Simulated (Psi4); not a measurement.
C4H10O2, singlet, geometry from GFN2-xTB; PBE0/STO-3G run with Psi4 1.11.

Here is a job for Psi4.
```
memory 2 GB

molecule mol {
0 1
C     2.549505    0.543348   -0.246058
O     1.383459   -0.099980    0.195595
C     0.239884    0.240458   -0.559727
C    -0.954994   -0.503424    0.048065
C    -2.244786   -0.190044   -0.698439
O    -1.119833   -0.131061    1.396422
H     2.452410    1.634035   -0.176604
H     3.355820    0.207713    0.402943
H     2.780459    0.276816   -1.284664
H     0.065301    1.326235   -0.512165
H     0.373895   -0.047238   -1.612696
H    -0.743054   -1.584209   -0.010468
H    -2.441885    0.877970   -0.660313
H    -2.171275   -0.507790   -1.734442
H    -3.069879   -0.709231   -0.220256
H    -0.248444   -0.168010    1.809479
}

set {
  basis sto-3g
  reference rks
  dft_radial_scheme mura
}

energy('pbe0')
print_variables()
```

**Question.** Predict the main parts of the log of this Psi4 run.

**Answer.** 
```
   => Loading Basis Set <=

    Name: STO-3G
    Role: ORBITAL
    Keyword: BASIS

         ---------------------------------------------------------
                                   SCF
               by Justin Turney, Rob Parrish, Andy Simmonett
                          and Daniel G. A. Smith
                              RKS Reference
         ---------------------------------------------------------

  ==> Geometry <==

    Molecular point group: c1
    Full point group: C1

    Geometry (in Angstrom), charge = 0, multiplicity = 1:

       Center              X                  Y                   Z               Mass
    ------------   -----------------  -----------------  -----------------  -----------------
         C            2.553412085404     0.557725039077    -0.290022390579    12.000000000000
         O            1.387366085404    -0.085602960923     0.151630609421    15.994914619570
         C            0.243791085404     0.254835039077    -0.603691390579    12.000000000000
         C           -0.951086914596    -0.489046960923     0.004100609421    12.000000000000
         C           -2.240878914596    -0.175666960923    -0.742403390579    12.000000000000
         O           -1.115925914596    -0.116683960923     1.352457609421    15.994914619570
         H            2.456317085404     1.648412039077    -0.220568390579     1.007825032230
         H            3.359727085404     0.222090039077     0.358978609421     1.007825032230
         H            2.784366085404     0.291193039077    -1.328628390579     1.007825032230
         H            0.069208085404     1.340612039077    -0.556129390579     1.007825032230
         H            0.377802085404    -0.032860960923    -1.656660390579     1.007825032230
         H           -0.739146914596    -1.569831960923    -0.054432390579     1.007825032230
         H           -2.437977914596     0.892347039077    -0.704277390579     1.007825032230
         H           -2.167367914596    -0.493412960923    -1.778406390579     1.007825032230
         H           -3.065971914596    -0.694853960923    -0.264220390579     1.007825032230
         H           -0.244536914596    -0.153632960923     1.765514609421     1.007825032230

  Running in c1 symmetry.

  Rotational constants: A =      0.26224  B =      0.06390  C =      0.05497 [cm^-1]
  Rotational constants: A =   7861.66870  B =   1915.67813  C =   1648.06369 [MHz]
  Nuclear repulsion =  261.364953335469124

  Charge       = 0
  Multiplicity = 1
  Electrons    = 50
  Nalpha       = 25
  Nbeta        = 25

  ==> Algorithm <==

  SCF Algorithm Type is DF.
  DIIS enabled.
  MOM disabled.
  Fractional occupation disabled.
  Guess Type is SAD.
  Energy threshold   = 1.00e-06
  Density threshold  = 1.00e-06
  Integral threshold = 1.00e-12

  ==> Primary Basis <==

  Basis Set: STO-3G
    Blend: STO-3G
    Number of shells: 28
    Number of basis functions: 40
    Number of Cartesian functions: 40
    Spherical Harmonics?: true
    Max angular momentum: 1

  ==> DFT Potential <==

   => LibXC <=

    Version 7.1.2
    S. Lehtola, C. Steigemann, M. J. T. Oliveira, and M. A. L. Marques,  SoftwareX 7, 1–5 (2018) (10.1016/j.softx.2017.11.002)

   => Composite Functional: PBE0 <=

    PBE0 Hyb-GGA Exchange-Correlation Functional

    C. Adamo and V. Barone,  J. Chem. Phys. 110, 6158 (1999) (10.1063/1.478522)
    M. Ernzerhof and G. E. Scuseria,  J. Chem. Phys. 110, 5029 (1999) (10.1063/1.478401)

    Deriv               =              1
    GGA                 =           TRUE
    Meta                =          FALSE

    Exchange Hybrid     =           TRUE
    MP2 Hybrid          =          FALSE

   => Exchange Functionals <=

    0.7500   Perdew, Burke & Ernzerhof

   => Exact (HF) Exchange <=

    0.2500               HF

   => Correlation Functionals <=

    1.0000   Perdew, Burke & Ernzerhof

   => LibXC Density Thresholds  <==

    XC_HYB_GGA_XC_PBEH:  1.00E-15

   => Molecular Quadrature <=

[...]

    Name: (STO-3G AUX)
    Role: JKFIT
    Keyword: DF_BASIS_SCF

  ==> Integral Setup <==

  SCF_SUBTYPE=INCORE selected. In-core MEM_DF algorithm will be used.
  Using in-core AOs.

  ==> MemDFJK: Density-Fitted J/K Matrices <==

    J tasked:                   Yes
    K tasked:                   Yes
    wK tasked:                   No
    Algorithm:                 Core
    Schwarz Cutoff:           1E-12
    Mask sparsity (%):       1.2500
    Fitting Condition:        1E-10

   => Auxiliary Basis Set <=

  Basis Set: (STO-3G AUX)
    Blend: DEF2-UNIVERSAL-JKFIT
    Number of shells: 210
    Number of basis functions: 634
    Number of Cartesian functions: 742
    Spherical Harmonics?: true
    Max angular momentum: 4

  Minimum eigenvalue in the overlap matrix is 2.0699019097E-01.
  Reciprocal condition number of the overlap matrix is 8.2909251017E-02.
    Using symmetric orthogonalization.

  ==> Pre-Iterations <==

  SCF Guess: Superposition of Atomic Densities via on-the-fly atomic UHF (no occupation information).

   -------------------------
    Irrep   Nso     Nmo
   -------------------------
     A         40      40
   -------------------------
    Total      40      40
   -------------------------

  ==> Iterations <==

                           Total Energy        Delta E     RMS |[F,P]|

   @DF-RKS iter SAD:  -301.34803586710973   -3.01348e+02   0.00000e+00
   @DF-RKS iter   1:  -304.51657546311765   -3.16854e+00   7.25071e-03 DIIS/ADIIS
   @DF-RKS iter   2:  -304.52705744109534   -1.04820e-02   6.89631e-03 DIIS/ADIIS
   @DF-RKS iter   3:  -304.57071093798356   -4.36535e-02   3.00066e-04 DIIS/ADIIS
   @DF-RKS iter   4:  -304.57078878959561   -7.78516e-05   1.35020e-04 DIIS/ADIIS
   @DF-RKS iter   5:  -304.57080775187256   -1.89623e-05   1.18184e-05 DIIS
   @DF-RKS iter   6:  -304.57080788420222   -1.32330e-07   5.11010e-06 DIIS
   @DF-RKS iter   7:  -304.57080790840166   -2.41994e-08   6.23119e-07 DIIS
  Energy and wave function converged.

  ==> Post-Iterations <==

   Electrons on quadrature grid:
      Ntotal   =   50.0000135689 ; deviation = 1.357e-05

    Orbital Energies [Eh]
    ---------------------

    Doubly Occupied:

[...]
      25A     -0.140615

    Virtual:

[...]
    Final Occupation by Irrep:
              A
    DOCC [    25 ]
    NA   [    25 ]
    NB   [    25 ]

  @DF-RKS Final Energy:  -304.57080790840166

   => Energetics <=

    Nuclear Repulsion Energy =            261.3649533354691243
    One-Electron Energy =                -934.5589197686333591
    Two-Electron Energy =                 400.8591646935526001
    DFT Exchange-Correlation Energy =     -32.2360061687900910
    Empirical Dispersion Energy =           0.0000000000000000
    VV10 Nonlocal Energy =                  0.0000000000000000
    Total Energy =                       -304.5708079084016617

Computation Completed

Properties will be evaluated at   0.000000,   0.000000,   0.000000 [a0]

Properties computed using the SCF density matrix

 Multipole Moments:

 ------------------------------------------------------------------------------------
     Multipole            Electronic (a.u.)      Nuclear  (a.u.)        Total (a.u.)
 ------------------------------------------------------------------------------------

 L = 1.  Multiply by 2.5417464519 to convert [e a0] to [Debye]
 Dipole X            :          0.1036911            0.3691850            0.4728761
 Dipole Y            :         -1.1921096            1.3584163            0.1663067
 Dipole Z            :          3.6390212           -4.1540404           -0.5150192
 Magnitude           :                                                    0.7186894

 ------------------------------------------------------------------------------------

  Variable Map:
  ----------------------------------------------------------------------------
[...]
  Array Variable Map:
  ----------------------------------------------------------------------------
[...]
[...]
```
